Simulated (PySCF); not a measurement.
This PySCF input asks for the NMR shieldings of `C1(=C)[C@@H](CF)[C@H]1O[SiH2]F`, C5H8F2OSi; the geometry comes from GFN2-xTB.

```python
import basis_set_exchange as bse
import numpy as np
from pyscf import gto, dft
from pyscf.prop import nmr

atoms = """
C    -0.421340   -2.087402    0.678891
C    -0.583418   -1.081645   -0.141478
C    -1.336576    0.127993   -0.510188
C    -1.382158    1.308190    0.430715
F    -2.544517    1.275545    1.166266
C    -0.036051   -0.244522   -1.214086
O     1.105851    0.518585   -1.042939
Si    2.332034    0.511553   -0.001315
F     1.818678    0.950493    1.462810
H    -1.140693   -2.302902    1.452241
H     0.428866   -2.746276    0.605225
H    -2.247264    0.015079   -1.088923
H    -0.555379    1.293781    1.143939
H    -1.390756    2.254965   -0.121698
H    -0.113986   -0.585606   -2.243315
H     3.130320    1.593816   -0.526263
H     2.929389   -0.789617    0.239130
"""
names = dict.fromkeys(["C", "F", "O", "Si", "H"], "pcSseg-1")
basis = {el: gto.basis.parse(bse.get_basis(n, elements=[el], fmt="nwchem")) for el, n in names.items()}
mol = gto.M(atom=atoms, basis=basis, charge=0, verbose=0)
mf = dft.RKS(mol, xc="PBE0")
mf.grids.level = 2
mf.grids.alignment = dft.numint.BLKSIZE   # the property module wants whole blocks of grid points
mf.conv_tol = 1e-9
mf.kernel()

calc = nmr.RKS(mf)   # GIAO
C = mf.mo_coeff
Co = C[:, mf.mo_occ > 0]
resp = mf.gen_response(singlet=True, hermi=2)
def vind(x):   # induced exchange potential for any number of trial vectors
    d = np.einsum("pi,xij,qj->xpq", C, 2 * x.reshape(-1, C.shape[1], Co.shape[1]), Co, optimize=True)
    return np.einsum("xpq,pi,qj->xij", resp(d - d.transpose(0, 2, 1)), C, Co, optimize=True).ravel()
mo1, _ = nmr.rhf.solve_mo1(calc, with_cphf=vind)
sigma = calc.kernel(mo1)
for i, s in enumerate(sigma):   # ppm
    w = np.linalg.eigvalsh((s + s.T) / 2)
    print("%2d %-2s iso %8.1f  s11 %8.1f  s22 %8.1f  s33 %8.1f" % (i, mol.atom_pure_symbol(i), w.mean(), *w))
```

Question: What are the results?

Answer: 
```
 0 C  iso     70.6  s11    -30.8  s22     72.5  s33    170.0
 1 C  iso     41.6  s11    -55.2  s22    -12.0  s33    191.8
 2 C  iso    159.5  s11    125.9  s22    147.9  s33    204.7
 3 C  iso     99.3  s11     64.8  s22     81.4  s33    151.8
 4 F  iso    428.3  s11    396.8  s22    423.0  s33    465.1
 5 C  iso    133.5  s11     89.3  s22    112.8  s33    198.3
 6 O  iso    270.5  s11    210.6  s22    267.9  s33    333.0
 7 Si iso    380.0  s11    371.2  s22    377.5  s33    391.2
 8 F  iso    334.8  s11    255.2  s22    342.0  s33    407.2
 9 H  iso     25.5  s11     23.3  s22     23.6  s33     29.5
10 H  iso     25.5  s11     22.9  s22     24.0  s33     29.4
11 H  iso     29.7  s11     24.6  s22     27.0  s33     37.4
12 H  iso     26.8  s11     21.0  s22     27.6  s33     31.9
13 H  iso     26.4  s11     21.4  s22     28.4  s33     29.5
14 H  iso     27.3  s11     21.6  s22     26.3  s33     34.2
15 H  iso     27.2  s11     23.2  s22     24.7  s33     33.7
16 H  iso     26.8  s11     23.8  s22     24.4  s33     32.1
```

These numbers come from an equivalent density-fitted implementation of the same equations, which agrees with the script to about 0.01 ppm for H and up to a few tenths of a ppm for heavy atoms, so last digits may differ.

Question: Turn these shieldings into chemical shifts. δ = σ(ref) − σ, references computed at the same level: 13C (σref 186.93), 29Si (σref 349.16), 1H (σref 31.72) vs TMS; 19F (σref 170.95) against CFCl3; 17O (σref 336.08) vs H2O.

Answer: Averaging equivalent atoms: C 1: 145.4; C 0: 116.4; C 3: 87.6; C 5: 53.5; C 2: 27.4; F 8: -163.9; F 4: -257.4; O 6: 65.6; Si 7: -30.8; H 10: 6.25; H 9: 6.25; H 13: 5.28; H 16: 4.95; H 12: 4.88; H 15: 4.51; H 14: 4.38; H 11: 2.04 ppm. Unscaled 19F shifts against computed CFCl3 carry errors that often reach 10 to 50 ppm. Experimental scales use liquid or dissolved standards, which lie at an offset from isolated H2O (liquid H2O: subtract about 36 ppm).

Size and cost of the density-fitted run: 200 basis functions, 72 s wall time on 1 thread of an Arm Neoverse N1, shared host; peak memory 0.89 GiB.
